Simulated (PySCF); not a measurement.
Compound: C5H8F3Si (doublet state).
Z-matrix (Å and degrees, GFN2-xTB geometry), rows numbered from 1:
```
C 
C   1  1.3723
C   2  1.4919  1  120.80
Si  3  1.9153  2  110.42  1    94.72
C   2  1.3893  1  120.99  3   177.86
F   5  1.3555  2  119.61  1   179.82
C   5  1.4885  2  127.72  1    -0.48
F   7  1.3636  5  112.06  2   -57.83
F   7  1.3635  5  112.37  2    59.90
H   1  1.0742  2  120.17  3     1.57
H   1  1.0735  2  122.53  3  -178.99
H   3  1.0885  2  109.54  1   -26.41
H   3  1.0891  2  110.14  1  -144.80
H   4  1.4639  3  108.07  2   -58.65
H   4  1.4634  3  107.35  2  -178.35
H   4  1.4609  3  109.24  2    61.36
H   7  1.1005  5  111.35  2  -178.87
```

The hyperfine couplings belong to this conformer and change with its torsions.

Identity: `[SiH3]CC([C](F)C(F)F)=C` [radical].

Method: PySCF 2.14.0, UKS B3LYP, pcH-1 on C F H Si, non-relativistic, mean-field spin-orbit, GIAO. Geometry: GFN2-xTB, one conformer, isolated molecule. The geometry wasn't refined by DFT: couplings that depend on bond lengths, twists or pyramidal angles can differ widely from those at the functional's own minimum. No stability test was run, so a lower SCF solution isn't excluded. ⟨S²⟩ is 0.778 where a pure state has 0.75.

**Question.** Predict the first-order ENDOR lines of C5, C1, C2, C7, F6, F8/F9, H10, H11, H12/H13 and Si4 under fast tumbling at B = 346.4 mT (X band).

**Answer.** For S = 1/2 in fast tumbling each set of equivalent nuclei gives two lines, ν± = |νn ± a/2| to first order, with νn = g_N μN B/h and μN/h = 7.62259 MHz/T.

```
 nuclei  isotope      g_N  νn (MHz)  a_iso (MHz)  lower line (MHz)  upper line (MHz)
     C5      13C   1.4048      3.71        67.82             30.20             37.62
     C1      13C   1.4048      3.71        51.10             21.84             29.26
     C2      13C   1.4048      3.71       -47.97             20.27             27.69
     C7      13C   1.4048      3.71       -23.60              8.09             15.51
     F6      19F   5.2577     13.88       103.30             37.77             65.53
  F8/F9      19F   5.2577     13.88        68.00             20.12             47.88
    H10       1H   5.5857     14.75       -40.55              5.53             35.02
    H11       1H   5.5857     14.75       -38.65              4.58             34.08
H12/H13       1H   5.5857     14.75        -8.42             10.54             18.96
    Si4     29Si  -1.1106      2.93        18.25              6.19             12.06
```

The rows for 13C and 29Si, of low natural abundance, apply to labelled samples.

**Question.** Which pairs are centred on the nuclear Larmor frequency, and which on half the coupling?

**Answer.** Centred on νn, since |a| < 2νn: H12/H13. Centred on |a|/2 and split by 2νn: C5, C1, C2, C7, F6, F8/F9, H10, H11 and Si4.

**Question.** At what field would the lower line of C2 fall to zero frequency?

**Answer.** Where νn = |a|/2, that is B = 23.98 MHz/(1.4048 × 7.62259 MHz/T) = 2240 mT, as far as first order holds there.

Nuclei that the bonding pattern makes equivalent are averaged, as if the motion that swaps them (rotation, inversion, ring flip) were fast. The 19F value of +68.0 MHz is a mean of couplings from 64.6 to 71.4 MHz in this one geometry, not an average over conformers.

Time: 2.1 min of wall time (grids of density and orbitals included); peak memory 1.1 GiB. Hardware: one thread of an Arm Neoverse V1, no GPU, shared host with 32 logical CPUs at a one-minute load of 18.
